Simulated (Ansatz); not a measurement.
Two isomers of C2H7NSi: A = `C=CN[SiH3]`, B = `CC[Si]N`.

Computed with Ansatz on PBE0-D4/def2-TZVP structures; ΔE is electronic, products minus reactants. CCSD(T)/CBS is the MP2 limit (def2-TZVPP, def2-QZVPP) plus CCSD(T) − MP2 in def2-TZVPP, frozen cores. This one scheme is used for every species. Functionals use def2-TZVPP. B3LYP here is the variant with VWN-RPA as its local correlation; programs differ in this. Each species was taken in one conformer, which may not be the lowest.

Question: Which isomer does CCSD(T)/CBS put lower? Give the gap. (Estimate.)

Answer: Computed: B, by 5.9 kcal/mol.

Question: Give E(B) − E(A) in kcal/mol with B3LYP-D4, HF/def2-TZVPP, PBE-D4, CCSD(T)/def2-TZVPP, B3LYP, r2SCAN-D4, PBE0-D4. (An estimate is asked.)

Answer: Computed: B3LYP-D4 -3.9, HF/def2-TZVPP 2.1, PBE-D4 -6.8, CCSD(T)/def2-TZVPP -5.8, B3LYP -3.1, r2SCAN-D4 -3.5, PBE0-D4 -6.3. The order is the other way round with HF/def2-TZVPP.

Question: Does the order hold for the free energy at 298.15 K (harmonic terms from PBE0-D4)? (Best estimate.)

Answer: Ansatz gave: Yes: G(B) − G(A) = -0.9 kcal/mol, for one conformer each.

Largest T1 diagnostic: 0.013.

In def2-TZVPP, CCSD(T) changes the Hartree–Fock value by −7.9 kcal/mol (the triples alone add −0.2 kcal/mol) and MP2 by −7.3 kcal/mol. Leaving LDA and LC-ωPBE aside and taking each functional with its dispersion term where it has one, the values, not all of them listed here, spread over 4.5 kcal/mol, from ωB97M-V to BHLYP-D4. LDA lies −1.4 kcal/mol from PBE without D4.
